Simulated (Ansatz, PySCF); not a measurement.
C4H4BF, SMILES FB1C=CC=C1.

Coordinates come from a B3LYP-D3(BJ)/def2-SVP optimisation. The structure was generated by enumeration, and PubChem lists no compound with its InChIKey, so it may never have been made.

Vertical ionisation energy (IE) and electron affinity (EA) in eV. Rows of orbital energies are one-electron estimates. Where ΔSCF, EOM or ADC give a negative EA the extra electron is unbound and the value depends on the basis.

```
level                                                                              IE          EA
-------------------------------------------------------------------------  ----------  ----------
−ε(HOMO), −ε(LUMO), M06-2X/def2-TZVP (PySCF)                                     7.97        1.72
−ε(HOMO), −ε(LUMO), PBE/def2-TZVP (PySCF)                                        5.78        3.56
ΔSCF, CAM-B3LYP/def2-TZVPD (Ansatz), final states of multiplicity 2 and 2        8.97        0.70
ΔSCF, PBE/def2-TZVPD (Ansatz), final states of multiplicity 2 and 2        (withheld)  (withheld)
```

Q: Complete the blanks. (Estimate from the structure and the level; the computed values follow.)

A: 
- ΔSCF, PBE/def2-TZVPD (Ansatz, a first-principles code), final states of multiplicity 2 and 2, IE: 8.91
- ΔSCF, PBE/def2-TZVPD (Ansatz), final states of multiplicity 2 and 2, EA: 0.78

Q: What vertical singlet–triplet gap does ΔSCF give with CAM-B3LYP/def2-TZVPD (Ansatz) and with PBE/def2-TZVPD (Ansatz)? (An estimate is asked for; the answer gives what the named calculation found.)

A: 1.93 and 1.80 eV (triplet above singlet where positive).
